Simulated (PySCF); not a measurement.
**Where the electron goes**

C₃H₄O₂SSi.
Numbering: `[O:1]=[CH:2][C:3](=[C:4]=[S:5])[O:6][SiH3:7]` (hydrogens: H8 on C2; H9, H10, H11 on Si7)

Cartesian coordinates in Å at the GFN2-xTB level; atoms count from 1:
```xyz
11
C3H4O2SSi angstrom
O     -0.195    1.744    0.147
C      0.851    1.142    0.247
C      0.864   -0.312    0.322
C      2.028   -0.936    0.431
S      3.464   -1.501    0.555
O     -0.318   -0.935    0.276
Si    -1.816   -0.249    0.144
H      1.826    1.643    0.284
H     -2.491   -1.548    0.166
H     -2.024    0.415   -1.136
H     -2.184    0.540    1.312
```

Level of theory: TDDFT B3LYP/def2-SVPD, vertical, gas phase, core orbitals frozen in the response in PySCF 2.14.0, density-fitted response routines.

Frontier orbitals with the atoms that hold most of them (Löwdin shares over 4%, at most four atoms; ? is withheld):

```csv
orbital,ε (eV),atoms
HOMO-3,-9.27,"O1 25%, Si7 23%, H9 21%, O6 11%"
HOMO-2,-9.25,"Si7 28%, H10 18%, H11 18%, S5 13%"
HOMO-1,-7.91,"O1 39%, Si7 13%, C2 10%, H9 10%"
HOMO,-6.61,?
LUMO,-3.51,?
LUMO+1,-2.37,"C2 26%, O1 24%, C4 20%, S5 16%"
LUMO+2,-0.05,"S5 37%, Si7 11%, C4 10%, C2 9%"
```

Task: Which atoms hold the LUMO, and with what shares?

Result: S5 (bonded to C) 42%; C4 (bonded to C and S) 41%; C3 (bonded to 2 C and O) 7%. By element: carbon 48% or more, sulfur 42%.

Task: Give the leading atoms of the HOMO.

Result: S5 (bonded to C) 31%; C3 (bonded to 2 C and O) 18%; O6 (bonded to C and Si) 17%; C4 (bonded to C and S) 16%. By element: carbon 34% or more, sulfur 31%, oxygen 17% or more.

Task: How does S1 compare with the orbital gap of 3.10 eV?

Result: S1 is at 1.79 eV (f = 0.0000), 1.31 eV below the gap, made of HOMO→LUMO (100%). 

Task: One configuration dominates each of S1, S2 and S3. Which, and how do the shares of the two leading atoms of either orbital change from the occupied to the empty one?

Result: 
- S1 (1.79 eV, f 0.0000), HOMO→LUMO (100%): S5 31% → 42%, C3 18% → 7%, C4 16% → 41%
- S2 (3.48 eV, f 0.0091), HOMO-1→LUMO (72%): O1 39% → at most 4%, Si7 13% → at most 4%, S5 at most 10% → 42%, C4 at most 10% → 41%
- S3 (4.16 eV, f 0.0003), HOMO-1→LUMO+1 (94%): O1 39% → 24%, Si7 13% → at most 14%, C2 10% → 26%

Hardware: one thread of an Intel Xeon at 2.50 GHz, no GPU, on a shared host. Cost: 1.7 min wall, 74 s CPU (with the writing of density and orbital grids), 0.75 GiB resident at most.

One conformer stands for the species.
